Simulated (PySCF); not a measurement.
Precursor series Cd CH3-Br. All species are isolated molecules in the gas phase. One relaxed conformer stands for each flexible species; it need not be the lowest.

Computed with B3LYP-D3(BJ)/def2-TZVP // PBE-D3(BJ)/def2-SVP in PySCF. B3LYP has the VWN-RPA correlation part, as in Gaussian. 

```json
[
 {"species": "0 of 2 CH3 replaced by Br ([Cd(CH3)2])", "coordination number": "2", "HOMO (eV)": "-6.64", "LUMO (eV)": "-0.31"},
 {"species": "1 of 2 CH3 replaced by Br", "coordination number": "2", "HOMO (eV)": "(withheld)", "LUMO (eV)": "-1.32"},
 {"species": "2 of 2 CH3 replaced by Br ([Cd(Br)2])", "coordination number": "(withheld)", "HOMO (eV)": "-8.13", "LUMO (eV)": "-2.71"}
]
```

### Question
What belongs in the gaps?

### Answer

- 1 of 2 CH3 replaced by Br, HOMO (eV): -7.60
- 2 of 2 CH3 replaced by Br ([Cd(Br)2]), coordination number: 2
